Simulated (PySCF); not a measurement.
**Arsenic: a sound run and one with changed settings**

Sound run: As [Ar] 3d10 4s2 4p3, As⁺ [Ar] 3d10 4s2 4p2. Calculation: PySCF 2.14, in cc-pVTZ-PP with ECP10MDF (5s4p3d1f, 39 functions); scalar relativity through the core potential. In the sound run the correlated levels freeze 3s2 3p6 3d10 outside the core potential. The sound run starts from symmetry-adapted Hartree-Fock orbitals and uses a fine grid where one is needed.

A second run was set up differently.

```
species  method  sound run (hartree)  changed run (hartree)  converged
     As     MP2           -331.28157             -331.38171        yes
    As⁺     MP2           -330.91787             -331.01527        yes
```

Ionisation energy of As:

```
 method  sound run (eV)  changed run (eV)
    UHF           9.424             9.424
    MP2           9.897             9.971
SCS-MP2           9.751             9.800
```

Task: What was changed?
A. all electrons correlated in a valence basis
B. a valence shell is frozen
C. too few SCF iterations
D. minimal basis

Result: A. A valence basis has no tight correlating functions, so it recovers only part of the core correlation, and not evenly between atom and ion.
